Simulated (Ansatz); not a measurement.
`F[SiH]([SeH])O[SiH3]` + `CBOC` → `COB(C)[SeH]` + `F[SiH2]O[SiH3]`  (formal exchange of groups at the Se–Si bond)

Isolated molecules relaxed with PBE0-D4/def2-TZVP in Ansatz; ΔE leaves out vibrations. CCSD(T)/CBS adds triple-zeta CCSD(T) − MP2 to the extrapolated MP2 energy (def2 sets, frozen cores). DFT in def2-TZVPP. B3LYP here is the variant with VWN-RPA as its local correlation; programs differ in this. For Se outer-core shells are correlated without core-valence functions, which leaves a few kJ/mol of doubt a bond. Scalar relativity is left out up to krypton. Each species was taken in one conformer, which may not be the lowest.

| level | ΔE (kJ/mol) | difference from CCSD(T)/CBS |
| --- | --- | --- |
| PBE-D4 | 1.2 | 4.1 |
| r2SCAN-D4 | -0.9 | 2.0 |
| PBE0-D4 | 1.0 | 3.9 |
| B3LYP-D4 | 1.1 | 4.0 |
| ωB97X-V | -0.1 | 2.8 |
| ωB97M-V | 1.4 | 4.3 |
| B2PLYP | -2.0 | 0.9 |
| PBE | 1.4 | 4.3 |
| r2SCAN | -0.9 | 2.0 |
| PBE0 | 1.0 | 3.9 |
| B3LYP | 1.4 | 4.3 |
| HF/def2-TZVPP | 0.7 | 3.6 |
| MP2/def2-TZVPP | -8.7 | -5.8 |
| SCS-MP2/def2-TZVPP | -7.6 | -4.7 |
| CCSD/def2-TZVPP | -5.6 | -2.7 |
| CCSD(T)/def2-TZVPP | -6.7 | -3.8 |
| HF/def2-QZVPP | 1.3 | 4.2 |
| MP2/def2-QZVPP | -6.3 | -3.4 |
| SCS-MP2/def2-QZVPP | -5.3 | -2.4 |
| HF/CBS(def2) | 1.4 | 4.3 |
| MP2/CBS(def2) | -4.9 | -2.0 |
| CCSD/CBS(def2) | -1.7 | 1.2 |
| CCSD(T)/CBS | -2.9 | 0 |

Largest T1 diagnostic among the species: 0.012.

In def2-TZVPP, CCSD(T) changes the Hartree–Fock value by −7.3 kJ/mol (the triples alone add −1.1 kJ/mol) and MP2 by −9.4 kJ/mol.
